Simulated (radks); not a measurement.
The numbers below are computed, except where a source is named.
Q: Coherent X-ray form factor from a spherical all-electron density. Level of theory: non-relativistic Kohn-Sham, TPSS, spin-polarised, spherical densities, point nucleus; meta-GGA in the generalised Kohn-Sham scheme (a radial shooting solver on a logarithmic mesh with Libxc functionals).

sin(theta)/lambda (1/angstrom),f0 (electrons)
0.05,60.809
0.1,60.242
0.15,59.319
0.2,58.071
0.25,56.540
0.3,54.773
0.4,50.726
0.5,46.321
0.6,41.882
0.8,33.754
1,27.262
1.25,21.545
1.5,17.937
2,13.985

The species is in the configuration that NIST lists as its ground one. Which atom or ion scatters so?

A: The platinum ion Pt17+, [Kr] 4d10 4f13 5s2. Extrapolating in s^2 from the first two rows gives f0(0) = 61.0, near the electron count 61; among species with that count, the fall with angle is slower the higher Z, and the table is that of Z = 78; from so few rows the species is fixed only to a neighbour or two.
